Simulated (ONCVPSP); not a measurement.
Logarithmic derivatives: Ag, ONCV

Ag, optimised norm-conserving Vanderbilt (ONCV), made with ONCVPSP 4.0.1 (BLYP, fully relativistic). Core [Ar] 3d10, reference 4s2 4p6 4d10 5s0.75 (charge +0.25). Waves: 4s+5s: rc 1.75 bohr, ncon 4, nbas 9, qcut 8.7 1/bohr, 2 projectors; 4p: rc 1.10 bohr, ncon 5, nbas 9, qcut 7.9 1/bohr, 3 projectors, debl 0.7 Ha; 4d: rc 1.10 bohr, ncon 5, nbas 9, qcut 7.6 1/bohr, local. Local part: the d channel. Core correction: none.

Open shells are filled in proportion to 2j + 1.

In the p channel the program set the typed energies aside and used -2.160, 0.250, 0.950 Ha (j = l + 1/2; the other j can differ).

The phase is arctan(r·R′/R) of the radial function R(r), unwrapped; energies in Ha, scanned from -5 to 5 Ha. A pole is an energy at which the radial function vanishes at the test radius. The pseudo phase is shifted by a multiple of π to meet the all-electron one at the reference energy, and phase errors are pseudo minus all-electron; the curves can meet again beyond the range given. Levels narrower than the energy grid can be missing from the lists of poles.

Task: For each channel, where are the poles, and over which energies does the pseudopotential scatter like the atom?

Result:

```
channel  radius (bohr)  reference energy (Ha)  poles, all-electron  poles, pseudo  unbroken range about the reference energy with phases within 0.05 rad  phase error 1 Ha above the reference energy (rad)
      s           1.77                  -0.22          -3.41, 4.47    -3.41, 4.40                                                        the whole range                                             -0.000
   p3/2           1.12                  -2.16                 1.72           1.72                                                        the whole range                                             +0.000
   p1/2           1.12                  -2.35                 1.22           1.22                                                        the whole range                                             +0.000
   d5/2           1.12                  -0.33                 4.42           4.31                                                        the whole range                                             -0.006
   d3/2           1.12                  -0.35                 4.31           4.31                                                        the whole range                                             +0.008
```

Note: ghosts flagged at negative energy: p3/2 at -494.1 eV, p1/2 at -534.4 eV; no localised positive-energy state flagged. A true bound ghost makes a file unfit for plane-wave use. The potential misses its own reference levels by up to 0.3 eV.

Phases in the p3/2 channel:

| E (Ha) | all-electron | pseudo |
| --- | --- | --- |
| -4.96 | 0.522 | 0.523 |
| -4.72 | 0.393 | 0.393 |
| -4.48 | 0.241 | 0.241 |
| -4.24 | 0.066 | 0.067 |
| -4.00 | -0.122 | -0.122 |
| -3.76 | -0.314 | -0.314 |
| -3.52 | -0.495 | -0.495 |
| -3.28 | -0.657 | -0.657 |
| -3.04 | -0.795 | -0.795 |
| -2.80 | -0.911 | -0.911 |
| -2.56 | -1.007 | -1.007 |
| -2.32 | -1.087 | -1.087 |
| -2.08 | -1.154 | -1.154 |
| -1.84 | -1.210 | -1.210 |
| -1.60 | -1.258 | -1.258 |
| -1.36 | -1.300 | -1.300 |
| -1.12 | -1.336 | -1.336 |
| -0.88 | -1.367 | -1.367 |
| -0.64 | -1.395 | -1.395 |
| -0.40 | -1.421 | -1.421 |
| -0.16 | -1.443 | -1.443 |
| 0.08 | -1.464 | -1.464 |
| 0.32 | -1.483 | -1.483 |
| 0.56 | -1.500 | -1.500 |
| 0.80 | -1.516 | -1.516 |
| 1.04 | -1.532 | -1.532 |
| 1.28 | -1.546 | -1.546 |
| 1.52 | -1.560 | -1.560 |
| 1.76 | -1.573 | -1.573 |
| 2.00 | -1.585 | -1.585 |
| 2.24 | -1.597 | -1.597 |
| 2.48 | -1.609 | -1.609 |
| 2.72 | -1.621 | -1.621 |
| 2.96 | -1.632 | -1.632 |
| 3.20 | -1.643 | -1.643 |
| 3.44 | -1.655 | -1.655 |
| 3.68 | -1.666 | -1.666 |
| 3.92 | -1.677 | -1.677 |
| 4.16 | -1.688 | -1.688 |
| 4.40 | -1.700 | -1.700 |
| 4.64 | -1.712 | -1.712 |
| 4.88 | -1.725 | -1.725 |
